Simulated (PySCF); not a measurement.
Sn(H)(I)3, SMILES [I][SnH]([I])[I] (HI₃Sn) at its B3LYP/def2-SVP optimised geometry (Å):

```
5

Sn    -0.4067    -1.2816     0.0000
I     -1.3117     1.2816     0.0000
I     -1.3086    -2.5607     2.2217
I     -1.3017    -2.5693    -2.2200
H      1.3117    -1.2816     0.0000
```

Level of theory: B3LYP/def2-TZVP, def2 effective core potentials past Kr run with PySCF 2.14.0. The core electrons that the potentials of I, Sn replace are not part of the density. Cells within 0.4 Å of a nucleus heavier than hydrogen are left out (blank, or x).

Map of the Laplacian of the electron density (e/bohr⁵), clipped to [-1.50, 1.50] on the plane z = 0.0 Å:

```
|55555555555555555555555555555|
|55555555555555555555555555555|
|55555555555555555555555555555|
|55555555555555555555555555555|
|55555555555555555555555555555|
|55555555555555555555555555555|
|55555558999655555555555555555|
|55555589999955555555555555555|
|55555599xxx975555555555555555|
|55555595xxx995555555555555555|
|55555599xx0975555555555555555|
|55555569999955555555555555555|
|55555556998555555555555555555|
|55555555555555555555555555555|
|55555555555555555555555555555|
|55555555555555555555555555555|
|55555555556999865555555555555|
|55555555569999995555555555555|
|555555555890xx696443455555555|
|55555555599xxx097430155555555|
|555555555890xx097441455555555|
|55555555569905996544555555555|
|55555555557999965555555555555|
|55555555555666555555555555555|
|55555555555555555555555555555|
|55555555555555555555555555555|
|55555555555555555555555555555|
|55555555555555555555555555555|
|55555555555555555555555555555|
```
Scale: ten equal steps from -1.50 (start of '0') to 1.50 (end of '9'), in the order '0123456789'; x runs from -3.50 to 3.50, y from -3.50 (bottom) to 3.50 (top).
